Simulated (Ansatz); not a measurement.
The cluster Li₃Al₅⁺, 8 atoms. Hardware: 4 threads of Intel Xeon on a shared host.

Correlated methods freeze 25 core orbitals; core or outer-core shells of Li are correlated, in sets that lack core-valence functions.

**Question.** How many basis functions does each of these Ansatz runs have, and roughly what does it cost? ωB97X-V/def2-TZVP, charge 1 doublet, energy, from earlier orbitals; PBE-D4/def2-SVP, charge 1 doublet, energy with a search over starts; PBE0-D4/def2-TZVP, charge 1 doublet, energy, from earlier orbitals; PBE-D4/def2-TZVP, charge 1 doublet, energy and forces, from earlier orbitals; RPA@PBE/def2-TZVP, charge 1 doublet, energy, from earlier orbitals; PBE-D4/def2-SVP, charge 1 doublet, energy, from earlier orbitals; PBE0-D4/def2-SVP, charge 1 doublet, energy, from earlier orbitals; B2PLYP/def2-TZVP, charge 1 doublet, energy, from earlier orbitals; B3LYP-D4/def2-TZVP, charge 1 doublet, energy, from earlier orbitals; r2SCAN-D4/def2-TZVP, charge 1 doublet, energy, from earlier orbitals; PBE-D4/def2-SVP, charge 1 doublet, relaxation, 30 steps.

**Answer.** Other jobs shared the machine, so times can vary by a factor of up to 3. A dash marks memory too small to be measured apart from the calling script's.

| run | functions | fitting or Cholesky vectors | wall time | peak host memory (GiB) |
| --- | --- | --- | --- | --- |
| PBE-D4/def2-SVP, charge 1 doublet, energy, from earlier orbitals | 117 | 1373 | 7.5 s | – |
| PBE0-D4/def2-SVP, charge 1 doublet, energy, from earlier orbitals | 117 | 1177 | 12 s | – |
| RPA@PBE/def2-TZVP, charge 1 doublet, energy, from earlier orbitals | 227 | 1607 | 21 s | 0.75 |
| PBE-D4/def2-TZVP, charge 1 doublet, energy and forces, from earlier orbitals | 227 | 1682 | 22 s | – |
| B3LYP-D4/def2-TZVP, charge 1 doublet, energy, from earlier orbitals | 227 | 1682 | 34 s | 1 |
| PBE-D4/def2-SVP, charge 1 doublet, energy with a search over starts | 117 | 1373 | 46 s | – |
| PBE0-D4/def2-TZVP, charge 1 doublet, energy, from earlier orbitals | 227 | 1782 | 47 s | 1.1 |
| B2PLYP/def2-TZVP, charge 1 doublet, energy, from earlier orbitals | 227 | 1607 | 51 s | 0.96 |
| r2SCAN-D4/def2-TZVP, charge 1 doublet, energy, from earlier orbitals | 227 | 1682 | 86 s | 0.96 |
| ωB97X-V/def2-TZVP, charge 1 doublet, energy, from earlier orbitals | 227 | 1682 | 3.1 min | 1.5 |
| PBE-D4/def2-SVP, charge 1 doublet, relaxation, 30 steps | 117 | 1373 | 3.3 min | – |
